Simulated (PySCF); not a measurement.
Job file and geometry (Å, from GFN2-xTB) of an NMR shielding run on SMILES [SiH3]CBNC1CCC1, C5H14BNSi, GIAO PBE0/pcSseg-1 NMR shielding, non-relativistic, gas phase in PySCF 2.14.0, density-fitted response routines; density fitting, a coarse starting grid and PySCF grid level 2 are the driver's defaults:

```
$ OMP_NUM_THREADS=1 python probes_run.py task.json out

{"job": {"kind": "nmr", "xc": "PBE0", "basis": "pcSseg-1"}, "charge": 0, "multiplicity": 1}
Si    -3.553745     0.528772    -0.243345
C     -2.552577    -0.929892     0.451661
B     -1.166920    -1.071025    -0.286631
N     -0.070550    -0.366157     0.181030
C      1.251101    -0.308197    -0.369355
C      1.821620     1.095019    -0.679021
C      3.122226     0.707086     0.039945
C      2.429394    -0.542629     0.603065
H     -2.817243     1.787355    -0.064563
H     -3.839666     0.350342    -1.668865
H     -4.825948     0.636558     0.482795
H     -2.425259    -0.763246     1.523385
H     -3.157891    -1.830607     0.345747
H     -1.040007    -1.732645    -1.248738
H     -0.160584     0.219797     1.001237
H      1.290117    -0.970301    -1.235080
H      1.270596     1.881218    -0.165361
H      1.906897     1.354951    -1.731424
H      3.927745     0.465177    -0.649406
H      3.491228     1.419381     0.774594
H      2.128044    -0.426636     1.643079
H      2.961011    -1.484936     0.492831
```

Q: Write the output of this run.

A: 
```
coarse grid: 17888 points
cycle   1  E = -567.4488801901  dE =  7.426e-01  |g| = 4.918e-01  |ddm| = 4.069e+00
cycle   2  E = -567.4374338346  dE =  1.145e-02  |g| = 5.430e-01  |ddm| = 9.295e-01
cycle   3  E = -567.5135138437  dE = -7.608e-02  |g| = 4.757e-02  |ddm| = 5.181e-01
cycle   4  E = -567.5139526900  dE = -4.388e-04  |g| = 2.264e-02  |ddm| = 6.134e-02
cycle   5  E = -567.5140589122  dE = -1.062e-04  |g| = 8.416e-03  |ddm| = 2.297e-02
cycle   6  E = -567.5140736461  dE = -1.473e-05  |g| = 1.849e-03  |ddm| = 6.959e-03
cycle   7  E = -567.5140744660  dE = -8.199e-07  |g| = 2.345e-04  |ddm| = 1.814e-03
final grid: 165376 points
cycle   8  E = -567.5591711800  dE = -4.559e-05  |g| = 9.273e-03  |ddm| = 3.329e-02
cycle   9  E = -567.5591599297  dE =  1.125e-05  |g| = 1.160e-02  |ddm| = 1.827e-02
cycle  10  E = -567.5591932275  dE = -3.330e-05  |g| = 9.474e-04  |ddm| = 1.006e-02
cycle  11  E = -567.5591934184  dE = -1.909e-07  |g| = 3.334e-04  |ddm| = 9.643e-04
cycle  12  E = -567.5591934420  dE = -2.358e-08  |g| = 7.159e-05  |ddm| = 2.604e-04
cycle  13  E = -567.5591934432  dE = -1.132e-09  |g| = 1.814e-05  |ddm| = 7.674e-05
cycle  14  E = -567.5591934432  dE = -8.049e-11  |g| = 3.744e-06  |ddm| = 2.031e-05
converged SCF energy = -567.5591934432

GIAO shielding tensors (ppm)
atom      isotropic    diamagn.    paramagn.     s11        s22        s33       span
  0 Si     424.216     879.383    -455.167    386.889    415.045    470.712     83.823
  1 C      184.694     257.525     -72.831    175.563    178.613    199.905     24.341
  2 B       62.163     196.741    -134.578     20.747     53.615    112.127     91.379
  3 N       99.173     324.082    -224.908    -10.175    150.474    157.221    167.396
  4 C      131.392     239.733    -108.340    109.777    128.044    156.356     46.579
  5 C      151.832     248.745     -96.914    131.327    143.910    180.258     48.931
  6 C      173.759     254.951     -81.192    163.459    174.496    183.322     19.864
  7 C      152.076     250.931     -98.855    131.768    144.350    180.111     48.343
  8 H       28.045      29.810      -1.765     24.307     27.497     32.331      8.025
  9 H       27.884      28.828      -0.945     24.793     25.858     33.000      8.208
 10 H       27.660      27.894      -0.235     24.380     25.127     33.473      9.093
 11 H       31.629      33.586      -1.958     27.518     30.093     37.274      9.756
 12 H       31.305      30.036       1.269     27.199     28.327     38.390     11.192
 13 H       26.812      33.437      -6.625     25.020     26.346     29.071      4.051
 14 H       27.553      37.087      -9.533     22.604     27.791     32.266      9.662
 15 H       27.913      31.974      -4.060     24.379     29.198     30.163      5.784
 16 H       29.896      31.983      -2.086     26.906     29.423     33.361      6.455
 17 H       29.186      30.959      -1.772     25.900     27.071     34.588      8.688
 18 H       30.062      29.525       0.537     26.947     27.102     36.138      9.191
 19 H       30.037      29.220       0.816     26.060     27.207     36.843     10.783
 20 H       29.920      31.602      -1.682     27.112     29.142     33.507      6.395
 21 H       29.174      30.326      -1.152     25.982     26.771     34.770      8.788
```

Size and cost of the density-fitted run: 213 basis functions, 78 s wall time on 1 thread of an Arm Neoverse N1, shared host; peak memory 0.95 GiB.
